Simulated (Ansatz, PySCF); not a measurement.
C$_{6}$H$_{18}$NSi, charge +1, singlet, geometry from GFN2-xTB. Base run: R2SCAN/STO-3G in PySCF.

The PySCF input:
```python
from pyscf import gto, scf, dft

mol = gto.M(
    atom='''
C    -2.441584   -0.472600   -0.841449
C    -1.383775    0.421289   -0.207835
C    -1.738631    0.737166    1.237360
N    -0.033104   -0.229805   -0.361681
Si    0.453716   -1.415035    1.029172
C     1.019275    0.728675   -0.844389
C     2.240282   -0.025996   -1.350834
C     1.414019    1.745083    0.213210
H    -2.515946   -1.426696   -0.325562
H    -2.229264   -0.654542   -1.893715
H    -3.412318    0.012098   -0.783519
H    -1.348269    1.361665   -0.768675
H    -0.960955    1.306421    1.735992
H    -1.941306   -0.165882    1.808036
H    -2.643953    1.339760    1.247066
H    -0.153842   -0.864143   -1.155991
H     0.784412   -0.581177    2.169924
H     1.555088   -2.166948    0.446651
H    -0.741766   -2.234559    1.166384
H     0.575438    1.263195   -1.694100
H     2.837593   -0.416696   -0.531465
H     2.868267    0.656671   -1.917538
H     1.962608   -0.842672   -2.014288
H     2.152131    2.419981   -0.212549
H     0.569534    2.347304    0.533879
H     1.864744    1.263641    1.076451
''',
    basis='sto-3g',
    charge=1,
    spin=0,
    verbose=4,
)

mf = dft.RKS(mol)
mf.xc = 'r2scan'
mf.kernel()
```

The same geometry, method and basis name were run in Ansatz (a first-principles code) and PySCF, at each program's defaults and at the settings that a row names. The base is PySCF at its defaults. Differences at the defaults can come from grids, fitting, cores and function types together.

```csv
code and settings,ΔE vs base (mEh),basis functions,E (Eh),SCF cycles
"PySCF, defaults (exact integrals, its default grid, spherical functions)",0.000,62,-576.52041,9
"Ansatz, defaults (factorised integrals, its default grid, spherical functions)",-0.438,62,-576.52084,-
"PySCF, density fitting with def2-universal-jkfit",-3.020,62,-576.52343,9
"PySCF, fine grid",-0.414,62,-576.52082,9
"Ansatz, high accuracy",-0.431,62,-576.52084,-
```
